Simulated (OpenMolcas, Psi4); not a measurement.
**SiNH4ClO (SMILES N[SiH](O)Cl): the vertical ionisation energy, rung by rung**

SiNH4ClO has 8 atoms, charge 0, and is taken as a singlet. As SMILES, `N[SiH](O)Cl`. The coordinates come from a PBE0-D4/def2-TZVP relaxation. This is one conformer, not always the lowest.

Each level gives the vertical ionisation energy (to the doublet cation) (eV). The values are calculated.

| level | kind | program | value (eV) | less CCSD(T)/6-31G* | CPU time (all runs) |
| --- | --- | --- | --- | --- | --- |
| HF/6-31G* (spherical functions) | Hartree–Fock | OpenMolcas | 9.28 | -0.80 | 15 s |
| revPBE/6-31G* (spherical functions) | GGA | OpenMolcas | 9.75 | -0.33 | 96 s |
| M06-L/6-31G* (spherical functions) | meta-GGA | OpenMolcas | 10.07 | -0.01 | 1.8 min |
| B3LYP/6-31G* (spherical functions) | global hybrid | OpenMolcas | 10.18 | +0.10 | 88 s |
| B3LYP/6-31G* (Cartesian functions) | global hybrid | OpenMolcas | 10.18 | +0.10 | 91 s |
| wB97M-V/6-31G* (spherical functions) | range-separated hybrid | Psi4 | 10.42 | +0.34 | 5.7 min |
| B2PLYP/6-31G* (density fitting for correlation, spherical functions) | double hybrid | Psi4 | 10.25 | +0.17 | 30 s |
| DSD-PBEP86/6-31G* (density fitting for correlation, spherical functions) | double hybrid | Psi4 | 10.33 | +0.25 | 28 s |
| OMP2/6-31G* (density fitting for correlation, spherical functions) | perturbation theory | Psi4 | 10.22 | +0.14 | 37 s |
| CCSD(T)/6-31G* (spherical functions), open shells restricted | coupled cluster or CI | OpenMolcas | 10.08 | 0.00 | 73 s |

Differences are taken from CCSD(T)/6-31G* (spherical functions), open shells restricted for orientation; it has basis-set and higher-order errors of its own. The values span 9.28 to 10.42 eV. Times are those of the runs behind each value, whatever else they computed, on shared processors of several kinds: orders of magnitude only.
